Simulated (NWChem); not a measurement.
**Total energies of N-methylmethanimine (C₂H₅N)**

SMILES: C=NC
```xyz
8

C     -1.1018     0.3452     0.0000
N      0.0354    -0.5448     0.0000
C      1.1976    -0.0473     0.0000
H     -1.7294     0.1339    -0.8824
H     -1.7294     0.1339     0.8824
H     -0.8381     1.4237     0.0000
H      1.3987     1.0455     0.0000
H      2.0757    -0.7107     0.0000
```
Charge 0, spin multiplicity 1.

Program: NWChem. The geometry was optimised at B3LYP/def2-SVP, a minimum by its harmonic frequencies.

Basis set: STO-3G (20 functions).

```json
[
 {"method": "RHF", "total energy (Ha)": "-131.40456"},
 {"method": "MP2", "total energy (Ha)": "-131.57693"},
 {"method": "B2PLYP", "total energy (Ha)": "-132.02227"},
 {"method": "PBE", "total energy (Ha)": "-132.07623"},
 {"method": "B3LYP", "total energy (Ha)": "-132.24860"},
 {"method": "LC-wPBE (omega 0.3 per bohr)", "total energy (Ha)": "-132.14108"},
 {"method": "CCSD(T)", "total energy (Ha)": "-131.62628"}
]
```

Total energies of different functionals aren't comparable as a measure of quality: only differences taken within one method are. 

The correlated methods keep 3 core orbitals frozen. B3LYP has NWChem's definition, with VWN1-RPA local correlation. Coupled-cluster values serve here as a point of comparison, not as the truth.
